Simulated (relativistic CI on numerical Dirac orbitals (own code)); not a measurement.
Radial parameters of Bi⁷⁴⁺

Computed by Dirac-Coulomb-Breit CI, separate exchange-only KLI orbitals for each configuration, model QED (radiative potential, 1s self-energy scaled to tabulated hydrogen-like ionisation energies), unscaled Slater integrals (own radial code, finite nucleus).

Slater integrals F^k, G^k are unscaled and averaged over j, outside the closed core 1s2; ζ comes from projecting the Hamiltonian with its Breit term on Σ l·s of the shell.

- 2s²2p⁵: ζ(2p) = 1.278e+07 cm⁻¹; <r>(2p) = 0.05842, <r^2>(2p) = 0.00419 (bohr units).
- 2s²2p⁴3s: F^2(2p,2p) = 1.5979e+06, ζ(2p) = 1.2911e+07, G^1(2p,3s) = 176220 cm⁻¹; <r>(2p) = 0.05816, <r^2>(2p) = 0.004151, <r>(3s) = 0.1543, <r^2>(3s) = 0.02729 (bohr units).
- 2s²2p⁴3p: F^2(2p,2p) = 1.5971e+06, ζ(2p) = 1.291e+07, F^2(2p,3p) = 459170, G^0(2p,3p) = 187540, G^2(2p,3p) = 201810, ζ(3p) = 3.6304e+06 cm⁻¹; <r>(2p) = 0.05818, <r^2>(2p) = 0.004155, <r>(3p) = 0.1519, <r^2>(3p) = 0.02681 (bohr units).

Averages of the first 10 configurations, taken without configuration mixing, which lowers the lowest level and can move excited configurations by several eV; other configurations of the list can lie among them:

```
Configuration  Parity  States  Average energy above the lowest level (eV)
       2s²2p⁵     odd       6                                       793.8
        2s2p⁶    even       2                                      2956.9
     2s²2p⁴3s    even      30                                     12283.7
        2p⁶3s    even       2                                     16605.8
     2s²2p⁴3p     odd      90                                     12900.7
        2p⁶3p     odd       6                                     17208.1
        2p⁶3d    even      10                                     17696.4
     2s²2p⁴3d    even     150                                     13388.8
      2s2p⁵3s     odd      24                                     14408.7
      2s2p⁵3p    even      72                                     15018.4
```
